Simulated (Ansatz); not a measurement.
Basis-set extrapolation for CH6AlNO2Si (`[OH][Al]1[NH]CO[SiH2]1`) (PBE0-D4/def2-TZVP geometry, frozen core, Ansatz). Multiplicity 1, RHF reference.

|  | def2-TZVPP | def2-QZVPP |
| --- | --- | --- |
| HF | -776.625939 | -776.654135 |
| MP2 correlation | -1.040283 | -1.120066 |
| CCSD(T) correlation | -1.118696 | not run |

Energies in hartree. Use E(X) = E(∞) + A·exp(−7.88·√X) for Hartree–Fock and E(X) = E(∞) + B·X^(−2.97) for correlation, with X = 3 and 4, and add CCSD(T) minus MP2 of the smaller set to the MP2 limit.

What is the CCSD(T) energy at the basis-set limit?

HF limit: -776.654135 + (-0.028196) × 0.13774 = -776.65802. MP2 limit: -1.120066 + (-0.079783) × 0.74074 = -1.17916. Higher-order term: -1.118696 − (-1.040283) = -0.07841. Total: -777.91559 hartree, 448.8 kJ/mol below CCSD(T)/def2-TZVPP.
